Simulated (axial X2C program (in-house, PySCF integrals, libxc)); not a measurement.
## SrGe: from the spin-free to the two-component result

Computed with an in-house all-electron X2C program for linear molecules (integrals from PySCF). Spin-free means the one-electron spin-free X2C Hamiltonian; two-component (2c) means X2C with spin–orbit coupling and atomic mean-field two-electron Coulomb and Gaunt terms, so the difference of the two also holds small scalar two-electron terms. Basis: Sr dyall-cv3z [13s12p8d5f1g], Ge dyall-cv3z [9s9p7d4f1g] (cores contracted in-house); Gaussian nuclei, density fitting, unrestricted open shells. Masses: Sr 87.906 u, Ge 73.921 u.

Spin-free state: M_S = 1, Λ = 0 (beyond evenly filled blocks: π+α, π-α); fragments Sr + Ge.

| level | Re (Å) | ωe (cm⁻¹) | De (eV) | μ (D) |
| --- | --- | --- | --- | --- |
| PBE0 | 2.962 | 163.9 | 1.568 | -4.59 |
| HF | 3.080 | 153.4 | 1.307 | -4.58 |
| CCSD | 3.060 | 156.3 | 1.238 | n/a |
| CCSD(T) | 3.060 | 156.2 | 1.301 | n/a |
| PW91 | 2.952 | 164.4 | 1.689 | -4.71 |

Correlated methods: 6 electrons correlated (number of frozen shells: Sr 4 s, 3 p, 1 d; Ge 3 s, 2 p, 1 d), 300 virtual spin orbitals or spinors in MP2, 78 natural virtuals in coupled cluster.

Dipoles are positive if Ge is the positive end.

Two-component determinant lowest at the distance of the search:

Ω = 1 (⟨Sz⟩ = 1.00, ⟨Lz⟩ = 0.00 at HF); fragments Sr + Ge.

```tsv
level	Re (Å)	ωe (cm⁻¹)	μ (D)
PBE0	2.963	163.7	-4.58
HF	3.081	153.2	-4.59
CCSD	3.060	156.1	n/a
CCSD(T)	3.061	156.0	n/a
PW91	2.953	164.2	-4.70
```

Problem. From the two tables, how do the constants change at the CCSD(T) level (2c against spin-free)?

Solution. At the CCSD(T) level Re rises by 0.001 Å and ωe doesn't move by more than 0.2 cm⁻¹.

The state is one determinant whose occupation by symmetry is held fixed; it was picked as the lowest of a PBE0 search that is not exhaustive. De is counted from the lowest determinant-based energies of the atoms at the same level, without counterpoise correction. De is not given where an atomic determinant may have missed its ground term or J level, or where the truncated virtual space spoils (T). Density functionals use the spin component along the axis (collinear). Coupled cluster ran in a truncated set of natural virtual spinors; the MP2 energy of the rest was added. (T) has no such correction and the atoms are truncated less, which lowers De at CCSD(T) by a hundredth of an eV or more. PBE0 can misorder states that lie within some tenths of an eV, so this need not be the ground state of the molecule. The nearest other spin-free determinant of the search, M_S = 2, Λ = 0, lies 0.37 eV up at the distance of the search. Without a current term, density functionals place determinants with orbital angular momentum somewhat too high. With several unpaired electrons one determinant need not be a pure state. The outer-core s and p shells of the metal are frozen in the correlated rows, which leaves out core–valence correlation; for alkali and alkaline-earth bonds that tends to lengthen them. Open-shell Ω = 0 determinants with evenly filled partner blocks cannot be reached by this program, so the Ω shown need not be the lowest component. This is the Ω = 1 component of a π² triplet; the 0⁺ component is not one determinant and can lie lowest. The determinant is spin-polarised beyond a pure state at some levels (its spin-free form has ⟨S²⟩ too high), which makes Re and μ there less reliable. With the outer-core shells frozen, correlated bond lengths of heavy atoms tend to come out a few hundredths of an ångström too long.
